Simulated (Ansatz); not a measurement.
Cost and result for the atomization energy of CH4BrInS, SMILES `[CH3][In]([SH])[Br]` (8 atoms, 7 bonds).

Cartesian coordinates in Å:
```
C -1.147 0.656 0.893
In 0.418 -0.103 -0.338
S 1.058 -2.361 -0.706
Br 1.855 1.468 -1.620
H -0.909 0.458 1.938
H -2.084 0.159 0.641
H -1.239 1.729 0.733
H 2.049 -2.006 -1.541
```

Total charge 0; spin multiplicity 1. Correlated methods include outer-core shells of Br, In, which these sets cover unevenly. Scalar relativity is left out up to krypton. In: def2 effective core potential. All single points use the PBE0-D4/def2-TZVP geometry. It is one conformer, not always the lowest. Program: Ansatz. All runs use 4 threads of a server CPU on a shared host. Times are those of one run each, without the atoms' runs, and a repeat can differ threefold. Electronic energies, without spin–orbit coupling; frozen cores. CCSD(T)/CBS adds CCSD(T) − MP2 in def2-TZVPP to the MP2 limit, and its time is that of the two runs behind it. T1 = 0.011. With those shells the extrapolation isn't a true limit. B3LYP takes the VWN-RPA correlation (the form of Gaussian; ORCA's B3LYP/G).

CCSD(T)/CBS is a level of theory with its own doubt, some kJ/mol a heavy atom from the limit and from the frozen cores, so smaller differences don't rank the functionals.

```csv
level,functions,wall time
BLYP-D4/def2-TZVPP,227,4.2 s
BHLYP-D4/def2-TZVPP,227,7 s
CAM-B3LYP-D4/def2-TZVPP,227,8 s
r2SCAN-D4/def2-TZVPP (with forces),227,9 s
B3LYP-D4/def2-TZVPP (with forces),227,11 s
r2SCANh-D4/def2-TZVPP,227,13 s
B97M-V/def2-TZVPP,227,14 s
PBE-QIDH/def2-TZVPP,227,15 s
CCSD(T)/def2-SVP,110,16 s
ωB97M-V/def2-TZVPP (with forces),227,17 s
MP2/def2-QZVPP,418,35 s
CCSD(T)/def2-TZVPP,227,4.1 min
CCSD(T)/CBS(def2),–,4.7 min
```

Question: What atomization energy does each give, and how far from CCSD(T)/CBS? (An estimate is asked.)

Answer: The calculation gave: 
```csv
level,atomization (kJ/mol),difference from CCSD(T)/CBS,per bond
BLYP-D4/def2-TZVPP,2398.0,-70.4,-10.1
BHLYP-D4/def2-TZVPP,2377.6,-90.8,-13.0
CAM-B3LYP-D4/def2-TZVPP,2430.0,-38.4,-5.5
r2SCAN-D4/def2-TZVPP (with forces),2464.1,-4.3,-0.6
B3LYP-D4/def2-TZVPP (with forces),2419.2,-49.2,-7.0
r2SCANh-D4/def2-TZVPP,2451.9,-16.5,-2.4
B97M-V/def2-TZVPP,2460.7,-7.7,-1.1
PBE-QIDH/def2-TZVPP,2444.3,-24.1,-3.4
CCSD(T)/def2-SVP,2293.9,-174.5,-24.9
ωB97M-V/def2-TZVPP (with forces),2454.5,-13.9,-2.0
MP2/def2-QZVPP,2462.7,-5.7,-0.8
CCSD(T)/def2-TZVPP,2394.9,-73.5,-10.5
CCSD(T)/CBS(def2),2468.4,0.0,0.0
```

From r2SCAN to r2SCAN0 (25 % exact exchange), in def2-TZVPP and without D4, the atomization energy moves by −30.1 kJ/mol: exact exchange takes away binding that semilocal exchange gives to molecules. The D4 term adds +29.7 kJ/mol with B3LYP and +15.9 kJ/mol with PBE0; it sums over pairs of atoms, weighted by their polarisabilities, and B3LYP, whose exchange is more repulsive, gets the larger term. In def2-TZVPP, CCSD(T) changes the Hartree–Fock value by +597.3 kJ/mol (the triples alone add +40.9 kJ/mol) and MP2 by +622.4 kJ/mol; breaking electron pairs costs correlation energy, which Hartree–Fock lacks.

Spin–orbit coupling would lower the free In atoms strongly, and the atomization energy with them, by more than many differences here.
